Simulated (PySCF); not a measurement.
S$_{2}$ (SMILES S=S), triplet, at a GFN2-xTB geometry; HF/cc-pVDZ run with PySCF.

Here is a job for PySCF.
```python
from pyscf import gto, scf

mol = gto.Mole()
mol.atom = '''
    S    -0.00000000   -0.00000000   -0.95002097
    S     0.00000000    0.00000000    0.95002097
'''
mol.basis = 'cc-pvdz'
mol.spin = 2
mol.verbose = 5
mol.build()

mf = scf.UHF(mol)
mf.kernel()
```

It wrote (shortened):

```
PySCF version 2.14.0

[INPUT] verbose = 5
[INPUT] max_memory = 4000
[INPUT] num. atoms = 2
[INPUT] num. electrons = 32
[INPUT] charge = 0
[INPUT] spin (= nelec alpha-beta = 2S) = 2
[INPUT] symmetry False subgroup None
[INPUT] Mole.unit = angstrom
[INPUT] Symbol           X                Y                Z      unit          X                Y                Z       unit  Magmom
[...]
[INPUT] ---------------- BASIS SET ----------------
[INPUT] l, kappa, [nprim/nctr], expnt,             c_1 c_2 ...
[INPUT] S
[...]
                                16610             0.00192026 -0.000527681 0.000153483
                                3781              0.00996192 -0.00279671 0.000809503
                                1071              0.0402975 -0.0112651 0.00328974
                                349.8             0.128604 -0.0388834 0.0112967
                                126.3             0.30348 -0.0995025 0.0296385
                                49.26             0.421432 -0.19974 0.0599851
                                20.16             0.230781 -0.12336 0.0413248
                                5.72              0.0178971 0.513194 -0.207474
                                2.182             -0.00297516 0.60712 -0.392889
                                0.4327            0.000849522 0.0396753 0.63284
[...]
                                94.19             0.0341708 -0.00865664
                                29.75             0.14425 -0.0390886
                                10.77             0.353928 -0.0934625
                                4.119             0.459085 -0.147994
                                1.625             0.206383 0.0301904
                                0.4726            0.0102141 0.561573
[...]
nuclear repulsion = 71.2980925018529
number of shells = 10
number of NR pGTOs = 82
number of NR cGTOs = 36
basis = cc-pvdz
ecp = {}

******** <class 'pyscf.scf.uhf.UHF'> ********
method = UHF
initial guess = minao
damping factor = 0
level_shift factor = 0
DIIS = <class 'pyscf.scf.diis.CDIIS'>
diis_start_cycle = 1
diis_space = 8
diis_damp = 0
SCF conv_tol = 1e-09
SCF conv_tol_grad = None
SCF max_cycles = 50
direct_scf = True
direct_scf_tol = 1e-13
number electrons alpha = 17  beta = 15
Set gradient conv threshold to 3.16228e-05
E1 = -1241.0707635369124  E2 = 374.65875531647873  Ecoul = 424.5549241036927  Exc = -49.89616878721398
init E= -795.113915718581
cond(S) = 148.9573734073026

  alpha mo_energy =
[-9.20031135e+01 -9.20030946e+01 -9.01974558e+00 -9.01827062e+00
 -6.69514920e+00 -6.69339336e+00 -6.69035161e+00 -6.69035161e+00
 -6.69015608e+00 -6.69015608e+00 -1.22235325e+00 -7.74779318e-01
 -4.45185541e-01 -4.27922067e-01 -4.27922067e-01 -1.85087714e-01
 -1.85087714e-01  8.13249698e-02  4.74421657e-01  6.03762777e-01
  6.03762777e-01  6.31353367e-01  6.32026259e-01  6.78320345e-01
  6.78320345e-01  7.04159355e-01  7.04159355e-01  7.36467295e-01
  7.36467295e-01  8.57492116e-01  8.57492116e-01  8.80645980e-01
  1.06180430e+00  1.10832998e+00  1.10832998e+00  1.50635207e+00]
  beta  mo_energy =
[-9.20031135e+01 -9.20030946e+01 -9.01974558e+00 -9.01827062e+00
 -6.69514920e+00 -6.69339336e+00 -6.69035161e+00 -6.69035161e+00
 -6.69015608e+00 -6.69015608e+00 -1.22235325e+00 -7.74779318e-01
 -4.45185541e-01 -4.27922067e-01 -4.27922067e-01 -1.85087714e-01
 -1.85087714e-01  8.13249698e-02  4.74421657e-01  6.03762777e-01
  6.03762777e-01  6.31353367e-01  6.32026259e-01  6.78320345e-01
  6.78320345e-01  7.04159355e-01  7.04159355e-01  7.36467295e-01
  7.36467295e-01  8.57492116e-01  8.57492116e-01  8.80645980e-01
  1.06180430e+00  1.10832998e+00  1.10832998e+00  1.50635207e+00]
multiplicity <S^2> = 2  2S+1 = 3
E1 = -1239.5070526560767  E2 = 373.17027552752455  Ecoul = 423.13040669749995  Exc = -49.9601311699754
cycle= 1 E= -795.038684626699  delta_E= 0.0752  |g|= 0.148  |ddm|= 1.18
  alpha mo_energy =
[-92.07612538 -92.07612346  -9.07000273  -9.06972832  -6.75407947
  -6.75407947  -6.75400364  -6.75400364  -6.74925933  -6.74836417
  -1.15261644  -0.87980318  -0.55689463  -0.55689463  -0.55556331
  -0.38572613  -0.38572613   0.12166402   0.43990028   0.5550536
   0.5550536    0.6122515    0.62100216   0.63939671   0.63939671
   0.67145324   0.67145324   0.67863095   0.67863095   0.79491773
   0.79491773   0.85729454   1.03742252   1.07347349   1.07347349
   1.47788479]
  beta  mo_energy =
[-9.20680340e+01 -9.20680291e+01 -9.06150815e+00 -9.06112123e+00
 -6.74531784e+00 -6.74440717e+00 -6.73298792e+00 -6.73298792e+00
 -6.73288204e+00 -6.73288204e+00 -1.09000948e+00 -7.57503405e-01
 -5.06543759e-01 -4.35909813e-01 -4.35909813e-01 -2.05604903e-02
 -2.05604903e-02  1.57440809e-01  4.59287934e-01  5.95363704e-01
  5.95363704e-01  6.35644136e-01  6.40176577e-01  6.98225329e-01
  6.98225329e-01  7.21916249e-01  7.21916249e-01  7.51213450e-01
  7.51213450e-01  8.87158833e-01  8.87158833e-01  8.89621042e-01
  1.06578053e+00  1.11916659e+00  1.11916659e+00  1.50188162e+00]
multiplicity <S^2> = 2.0099213  2S+1 = 3.0066069
E1 = -1241.220059593855  E2 = 374.86461535198777  Ecoul = 424.9279365896122  Exc = -50.06332123762445
cycle= 2 E= -795.057351740014  delta_E= -0.0187  |g|= 0.0561  |ddm|= 0.19
  alpha mo_energy =
[-92.00988432 -92.00988222  -9.01343686  -9.01316119  -6.69838846
  -6.69838846  -6.69831603  -6.69831603  -6.69119098  -6.6902888
  -1.11097718  -0.86230313  -0.53123654  -0.53123654  -0.52936808
  -0.37042901  -0.37042901   0.14596192   0.47112133   0.58738359
   0.58738359   0.62204977   0.63263674   0.65633058   0.65633058
   0.68811704   0.68811704   0.70498798   0.70498798   0.81882694
   0.81882694   0.8881686    1.06486016   1.09961519   1.09961519
   1.50830279]
  beta  mo_energy =
[-9.20003788e+01 -9.20003738e+01 -9.00343375e+00 -9.00304292e+00
 -6.68688055e+00 -6.68594326e+00 -6.67378475e+00 -6.67378475e+00
 -6.67368279e+00 -6.67368279e+00 -1.04560454e+00 -7.32192522e-01
 -4.86593124e-01 -4.05060288e-01 -4.05060288e-01  6.74164075e-03
[...]
  1.03129042e-02  1.81166035e-01  4.81521086e-01  6.18422776e-01
  6.18422776e-01  6.45477540e-01  6.49273985e-01  7.25462120e-01
  7.25462120e-01  7.46581030e-01  7.46581030e-01  7.82243084e-01
  7.82243084e-01  9.16297326e-01  9.18448099e-01  9.18448099e-01
  1.09275626e+00  1.14565169e+00  1.14565169e+00  1.53259010e+00]
multiplicity <S^2> = 2.0317859  2S+1 = 3.0211163
E1 = -1240.8848984479425  E2 = 374.526178801016  Ecoul = 424.5847108776878  Exc = -50.05853207667184
cycle= 6 E= -795.060627145074  delta_E= -1.67e-06  |g|= 0.000204  |ddm|= 0.00224
  alpha mo_energy =
[-92.01725595 -92.01725377  -9.01934129  -9.01906108  -6.7051338
  -6.7051338   -6.70506192  -6.70506192  -6.69669248  -6.69578883
  -1.11705297  -0.86726221  -0.53642027  -0.53642027  -0.53146071
  -0.37840475  -0.37840475   0.14757364   0.46797993   0.58596857
   0.58596857   0.62267328   0.63521729   0.65150852   0.65150852
   0.68473621   0.68473621   0.6999697    0.6999697    0.81338938
   0.81338938   0.8848731    1.06342749   1.09730588   1.09730588
   1.50476166]
  beta  mo_energy =
[-9.20062700e+01 -9.20062652e+01 -9.00736825e+00 -9.00698704e+00
 -6.69168703e+00 -6.69074069e+00 -6.67766976e+00 -6.67766976e+00
 -6.67756414e+00 -6.67756414e+00 -1.04871507e+00 -7.28136448e-01
 -4.91493358e-01 -4.06622970e-01 -4.06622970e-01  1.02842768e-02
  1.02842768e-02  1.81136596e-01  4.81514598e-01  6.18417350e-01
  6.18417350e-01  6.45424171e-01  6.49205702e-01  7.25402278e-01
  7.25402278e-01  7.46566125e-01  7.46566125e-01  7.82221705e-01
  7.82221705e-01  9.16292711e-01  9.18420058e-01  9.18420058e-01
  1.09271163e+00  1.14560166e+00  1.14560166e+00  1.53255419e+00]
multiplicity <S^2> = 2.0318103  2S+1 = 3.0211324
E1 = -1240.8853013068  E2 = 374.5265815883496  Ecoul = 424.5851497436962  Exc = -50.05856815534662
cycle= 7 E= -795.060627216598  delta_E= -7.15e-08  |g|= 5.18e-05  |ddm|= 0.000443
  alpha mo_energy =
[-92.01722179 -92.01721961  -9.01932182  -9.01904158  -6.70511405
  -6.70511405  -6.70504216  -6.70504216  -6.6966715   -6.69576778
  -1.11705897  -0.86724897  -0.53642702  -0.53642702  -0.53144645
  -0.3784006   -0.3784006    0.14757686   0.46798006   0.58596618
   0.58596618   0.62268434   0.63523293   0.65151636   0.65151636
   0.68473567   0.68473567   0.69996873   0.69996873   0.81338989
   0.81338989   0.88487245   1.06343461   1.09731285   1.09731285
   1.5047676 ]
  beta  mo_energy =
[-9.20062365e+01 -9.20062317e+01 -9.00734944e+00 -9.00696821e+00
 -6.69166894e+00 -6.69072255e+00 -6.67765019e+00 -6.67765019e+00
 -6.67754455e+00 -6.67754455e+00 -1.04870533e+00 -7.28140208e-01
 -4.91513683e-01 -4.06612111e-01 -4.06612111e-01  1.02870817e-02
  1.02870817e-02  1.81149179e-01  4.81513332e-01  6.18425808e-01
  6.18425808e-01  6.45422498e-01  6.49200384e-01  7.25402637e-01
  7.25402637e-01  7.46572483e-01  7.46572483e-01  7.82226664e-01
  7.82226664e-01  9.16296565e-01  9.18424558e-01  9.18424558e-01
  1.09271533e+00  1.14560435e+00  1.14560435e+00  1.53255723e+00]
multiplicity <S^2> = 2.0318104  2S+1 = 3.0211325
E1 = -1240.8853027455834  E2 = 374.526583022938  Ecoul = 424.58515011257253  Exc = -50.05856708963455
cycle= 8 E= -795.060627220793  delta_E= -4.19e-09  |g|= 9.73e-06  |ddm|= 0.000109
  alpha mo_energy =
[-92.01722406 -92.01722189  -9.01932247  -9.01904224  -6.70511471
  -6.70511471  -6.70504283  -6.70504283  -6.69667177  -6.69576806
  -1.11705823  -0.86724827  -0.53642734  -0.53642734  -0.53144326
  -0.37840059  -0.37840059   0.1475755    0.46798168   0.58596692
   0.58596692   0.62268476   0.63523422   0.65151753   0.65151753
   0.68473556   0.68473556   0.6999688    0.6999688    0.81338994
   0.81338994   0.88487252   1.06343508   1.09731345   1.09731345
   1.50476853]
  beta  mo_energy =
[-9.20062391e+01 -9.20062343e+01 -9.00735024e+00 -9.00696901e+00
 -6.69167056e+00 -6.69072417e+00 -6.67765123e+00 -6.67765123e+00
 -6.67754560e+00 -6.67754560e+00 -1.04870522e+00 -7.28142145e-01
 -4.91519531e-01 -4.06611387e-01 -4.06611387e-01  1.02868117e-02
  1.02868117e-02  1.81151703e-01  4.81512619e-01  6.18426663e-01
  6.18426663e-01  6.45420971e-01  6.49197482e-01  7.25402127e-01
  7.25402127e-01  7.46572999e-01  7.46572999e-01  7.82227066e-01
  7.82227066e-01  9.16297382e-01  9.18424817e-01  9.18424817e-01
  1.09271532e+00  1.14560407e+00  1.14560407e+00  1.53255658e+00]
multiplicity <S^2> = 2.0318096  2S+1 = 3.021132
E1 = -1240.8852951361196  E2 = 374.5265754133411  Ecoul = 424.5851419687663  Exc = -50.058566555425216
cycle= 9 E= -795.060627220926  delta_E= -1.33e-10  |g|= 1.22e-06  |ddm|= 2.2e-05
  alpha mo_energy =
[-92.01722417 -92.01722199  -9.01932264  -9.0190424   -6.70511487
  -6.70511487  -6.70504298  -6.70504298  -6.69667185  -6.69576814
  -1.11705821  -0.86724825  -0.53642725  -0.53642725  -0.53144269
  -0.37840064  -0.37840064   0.14757522   0.46798161   0.58596693
   0.58596693   0.62268475   0.63523432   0.6515174    0.6515174
   0.68473545   0.68473545   0.69996873   0.69996873   0.81338986
   0.81338986   0.88487237   1.06343497   1.09731336   1.09731336
   1.50476845]
  beta  mo_energy =
[-9.20062392e+01 -9.20062344e+01 -9.00735040e+00 -9.00696917e+00
 -6.69167075e+00 -6.69072436e+00 -6.67765139e+00 -6.67765139e+00
 -6.67754575e+00 -6.67754575e+00 -1.04870528e+00 -7.28142194e-01
 -4.91519734e-01 -4.06611338e-01 -4.06611338e-01  1.02867886e-02
  1.02867886e-02  1.81151630e-01  4.81512419e-01  6.18426452e-01
  6.18426452e-01  6.45420890e-01  6.49197335e-01  7.25401906e-01
  7.25401906e-01  7.46572918e-01  7.46572918e-01  7.82227000e-01
  7.82227000e-01  9.16297335e-01  9.18424747e-01  9.18424747e-01
  1.09271516e+00  1.14560390e+00  1.14560390e+00  1.53255641e+00]
multiplicity <S^2> = 2.0318097  2S+1 = 3.0211321
E1 = -1240.8852965432718  E2 = 374.5265768204921  Ecoul = 424.5851434486401  Exc = -50.058566628148014
Extra cycle  E= -795.060627220927  delta_E= -1.25e-12  |g|= 4.72e-07  |ddm|= 1.96e-06
converged SCF energy = -795.060627220927  <S^2> = 2.0318097  2S+1 = 3.0211321
```
